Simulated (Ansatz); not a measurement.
Mulliken charges of `[OH][Sn]([OH])([OH])[Cl]` from r2SCAN/def2-TZVPP in Ansatz (PBE0-D4/def2-TZVP geometry).

| atom | x (Å) | y (Å) | z (Å) | charge (e) |
| --- | --- | --- | --- | --- |
| O1 | -0.969 | 0.898 | 1.251 | -0.534 |
| Sn2 | -0.035 | 0.066 | -0.231 | 1.330 |
| O3 | 1.709 | -0.517 | 0.385 | -0.541 |
| O4 | -0.917 | -1.527 | -0.881 | -0.535 |
| Cl5 | 0.060 | 1.616 | -1.934 | -0.353 |
| H6 | -1.432 | 1.700 | 0.994 | 0.209 |
| H7 | 2.050 | 0.018 | 1.107 | 0.212 |
| H8 | -0.374 | -2.310 | -0.747 | 0.211 |

**Question.** By hand: the dipole of these point charges (1 e Å = 4.8032 D).

**Answer.** Σ q r = (0.072, 0.006, 0.255) e Å, of length 0.265 e Å = 1.27 D.

**Question.** How does the dipole of the full density compare? (Estimate.)

**Answer.** Ansatz gave: (0.113, 0.088, 0.244) e Å, 1.36 D; the point charges give 0.93 times that, at 19° from its direction.

Point charges leave out the atoms' own dipoles, such as those of lone pairs, and Mulliken's split depends on the basis, so the two needn't agree.
